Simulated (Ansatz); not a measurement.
Start from `O[SiH]1N=C1Cl` and change one atom or group to get `OC1=N[SiH]1O`.

Ansatz, PBE0-D4/def2-TZVP geometries, multiplicity 1. Each molecule was computed in one conformer, which needn't be the lowest.

```json
{"property": "LUMO energy (B3LYP/def2-TZVPP) / eV", "`O[SiH]1N=C1Cl`": "-1.20"}
{"property": "LUMO energy (PBE0/def2-TZVPP) / eV", "`O[SiH]1N=C1Cl`": "-0.97"}
{"property": "HOMO–LUMO gap (PBE/def2-TZVPP) / eV", "`O[SiH]1N=C1Cl`": "3.77"}
{"property": "HOMO–LUMO gap (ωB97M-V/def2-TZVPP) / eV", "`O[SiH]1N=C1Cl`": "10.55"}
{"property": "size of the dipole moment (B3LYP/def2-TZVPP) / D", "`O[SiH]1N=C1Cl`": "2.14"}
{"property": "HOMO energy (ωB97M-V/def2-TZVPP) / eV", "`O[SiH]1N=C1Cl`": "-9.30"}
```

Q: Give the same properties after the change, and the shifts. (An estimate is asked.)

A: Computed: 
| property | `OC1=N[SiH]1O` | shift |
| --- | --- | --- |
| LUMO energy (B3LYP/def2-TZVPP) / eV | -0.37 | 0.83 |
| LUMO energy (PBE0/def2-TZVPP) / eV | -0.11 | 0.86 |
| HOMO–LUMO gap (PBE/def2-TZVPP) / eV | 4.51 | 0.74 |
| HOMO–LUMO gap (ωB97M-V/def2-TZVPP) / eV | 11.08 | 0.53 |
| size of the dipole moment (B3LYP/def2-TZVPP) / D | 1.07 | -1.07 |
| HOMO energy (ωB97M-V/def2-TZVPP) / eV | -9.27 | 0.03 |

With PBE0 the HOMO rises by 0.12 eV and the LUMO rises by 0.86 eV, so the gap widens by about 0.74 eV. PBE moves the HOMO by 0.15 eV and ωB97M-V by 0.03 eV. The zero-point energy changes by 37.7 kJ/mol with +3 modes. Dipoles are sizes alone; their direction can turn.

B3LYP here is the variant with VWN-RPA as its local correlation; programs differ in this.
